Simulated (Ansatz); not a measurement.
This Ansatz (a first-principles code) input (MP2/cc-pV5Z) gives -0.49999 Eh with 55 basis functions.

Ansatz 0.2 input:
```yaml
crystal:
  periodic: [false, false, false]
  atoms:
    - {symbol: H, position_ang: [0.00000000, 0.00000000, 0.00000000]}
basis:
  gaussian:
    orbitals: cc-pV5Z
magnetization: {spin_polarized: true, initial_magnetization: 1}
correlation: {method: mp2, electrons: outside_noble_gas}
scf: {lower_state_search: full}
```

Change:
```diff
- orbitals: cc-pV5Z
+ orbitals: aug-cc-pVQZ
```

Q: What does the run give now?

A: -0.49995 Eh (MP2/aug-cc-pVQZ, 46 functions), a change of +0.04 mEh.
